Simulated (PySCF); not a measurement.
A GIAO shielding run with PySCF 2.14.0 with density-fitted response routines (density fitting, non-relativistic, gas phase) on SMILES [S]=[Mn-](=[S])(=[S])=[S], [MnS4]-:

```
{"job": {"kind": "nmr", "xc": "PBE", "basis": {"default": "pcSseg-1", "Mn": "pcSseg-2"}, "pop": false}, "charge": -1, "multiplicity": 1}
Mn    -0.002219     0.000250     0.001445
S      0.007095    -0.018841     2.000879
S      1.879377     0.009456    -0.668430
S     -0.946248     1.637346    -0.650787
S     -0.938015    -1.628211    -0.683116
```

Hardware: 1 thread of an Arm Neoverse V1, shared host.

Q: How large is the calculation?

A: 90 electrons, 169 basis functions and 894 auxiliary functions.

Q: How long does it take?

A: 80 s of wall time, with 81 SCF cycles. Times on a shared host scatter by some tens of per cent.

Q: And these other runs on the same molecule and hardware: GIAO shielding at B3LYP/pcSseg-1 (pcSseg-2 on Mn)?

A: B3LYP/pcSseg-1 (pcSseg-2 on Mn): 169 functions, 22 s.
